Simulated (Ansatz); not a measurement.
A relaxation, step by step

SiH2Cl3F, singlet, PBE0-D4/def2-TZVP (Ansatz 0.2.0). Settings:

```yaml
hamiltonian: {xc: pbe0, dispersion: d4}
relax: {f_tol: 0.005, max_steps: 200}
```

Start, a step off a saddle point along its unstable mode:

| atom | x (Å) | y (Å) | z (Å) |
| --- | --- | --- | --- |
| Si1 | -0.4731 | 0.0964 | -0.1097 |
| F2 | 0.9516 | -1.0863 | 0.7628 |
| Cl3 | -1.5316 | 0.7030 | -1.7305 |
| Cl4 | -0.4854 | 1.5245 | 1.3479 |
| H5 | -1.3748 | -1.0003 | 0.3836 |
| H6 | 1.4204 | -0.6904 | 0.3647 |
| Cl7 | 1.4929 | 0.4531 | -1.0190 |

```tsv
step	energy less the last (meV)	largest force component (eV/Å)
1	3374.8	16.893
2	847.2	0.640
3	633.5	1.594
4	377.3	2.033
5	135.7	1.268
6	38.2	0.653
7	6.1	0.178
8 (rejected trial)	7.3	0.492
9	2.0	0.108
10	1.4	0.133
11	1.0	0.108
12	0.1	0.015
13	0.1	0.020
14	0.1	0.039
15	0.0	0.001
16	0.0	0.001
```

Step 5, positions (Å) and forces (eV/Å):

```tsv
atom	x	y	z	Fx	Fy	Fz
Si1	-0.606	0.279	-0.304	-0.132	-0.258	0.004
F2	1.130	-1.121	1.309	1.166	0.222	-0.949
Cl3	-1.849	1.077	-1.695	-0.103	0.064	-0.072
Cl4	-0.564	1.509	1.306	0.004	-0.043	-0.100
H5	-1.076	-1.092	0.015	0.124	0.370	-0.064
H6	1.712	-0.860	0.586	-0.993	-0.468	1.268
Cl7	1.252	0.208	-1.217	-0.066	0.113	-0.087
```

Step 6, positions (Å) and forces (eV/Å):

| atom | x | y | z | Fx | Fy | Fz |
| --- | --- | --- | --- | --- | --- | --- |
| Si1 | -0.660 | 0.339 | -0.379 | -0.001 | -0.505 | 0.326 |
| F2 | 1.256 | -1.227 | 1.423 | 0.579 | 0.152 | -0.566 |
| Cl3 | -1.944 | 1.128 | -1.720 | -0.142 | 0.066 | -0.157 |
| Cl4 | -0.595 | 1.532 | 1.258 | 0.012 | -0.025 | -0.087 |
| H5 | -1.046 | -1.054 | -0.025 | -0.005 | 0.434 | -0.094 |
| H6 | 1.798 | -0.956 | 0.702 | -0.523 | -0.232 | 0.653 |
| Cl7 | 1.191 | 0.240 | -1.260 | 0.080 | 0.110 | -0.074 |

Step 14, positions (Å) and forces (eV/Å):

| atom | x | y | z | Fx | Fy | Fz |
| --- | --- | --- | --- | --- | --- | --- |
| Si1 | -0.719 | 0.385 | -0.387 | 0.007 | -0.013 | 0.039 |
| F2 | 1.533 | -1.444 | 1.460 | 0.004 | 0.000 | -0.008 |
| Cl3 | -1.958 | 1.109 | -1.815 | -0.007 | 0.006 | -0.015 |
| Cl4 | -0.700 | 1.628 | 1.209 | -0.002 | -0.005 | -0.010 |
| H5 | -1.135 | -0.964 | 0.011 | 0.002 | 0.011 | -0.005 |
| H6 | 1.804 | -1.001 | 0.693 | -0.006 | -0.001 | 0.010 |
| Cl7 | 1.175 | 0.287 | -1.172 | 0.002 | 0.002 | -0.011 |

Last step (16):

Si1  (-0.718, 0.386, -0.384)
F2  (1.534, -1.455, 1.453)
Cl3  (-1.958, 1.103, -1.817)
Cl4  (-0.702, 1.634, 1.208)
H5  (-1.131, -0.962, 0.018)
H6  (1.800, -0.997, 0.693)
Cl7  (1.176, 0.291, -1.170)
(Å)

Hardware: 4 CPU threads of an AMD EPYC, shared host. Wall time 2.5 min; peak host memory 0.6 GiB.
